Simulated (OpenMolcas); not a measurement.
Consider [Cu2(μ-Br)2(NH3)4]2+, a planar model complex in vacuum (2 bridging Br, bridge angle 84°, metal-metal distance 3.28 Å, Cu–Br 2.45 Å; typed geometry, not optimised).

```xyz
20

Cu    -1.6407     0.0000     0.0000
Cu     1.6407     0.0000     0.0000
Br     0.0000     1.8222     0.0000
Br     0.0000    -1.8222     0.0000
N     -3.0761     1.4354     0.0000
H     -3.3580     1.7172     0.9389
H     -2.7830     2.2922    -0.4695
H     -3.9329     1.1423    -0.4694
N     -3.0761    -1.4354     0.0000
H     -3.3580    -1.7172     0.9389
H     -3.9329    -1.1423    -0.4695
H     -2.7830    -2.2922    -0.4694
N      3.0761     1.4354     0.0000
H      3.3580     1.7172     0.9389
H      3.9329     1.1423    -0.4695
H      2.7830     2.2922    -0.4694
N      3.0761    -1.4354     0.0000
H      3.3580    -1.7172     0.9389
H      2.7830    -2.2922    -0.4695
H      3.9329    -1.1423    -0.4694
```

Task: Give the energies of the total-spin states at CASSCF(2,2) on the singly occupied d orbitals (ANO-RCC-VDZP on Cu, N and ANO-RCC-VDZ on Br, H, scalar-relativistic DKH2, RICD, no spin-orbit coupling, OpenMolcas), and the exchange constant.

Result: Local spins 1/2 and 1/2.

| total S | E (cm⁻¹) | natural occupations, lowest and highest |
|---|---|---|
| 1 | 0.0 | 1.000, 1.000 |
| 0 | 1.8 | 0.977, 1.024 |

J = 0.91 cm⁻¹ (ferromagnetic).

J is defined by H = −2J S1·S2, so negative values are antiferromagnetic. Wave-function values come from the highest and lowest total spin; broken-symmetry values use Yamaguchi's formula with the computed ⟨S²⟩. The active space holds the singly occupied metal orbitals alone, without bridging-ligand orbitals. No row is a measured value.
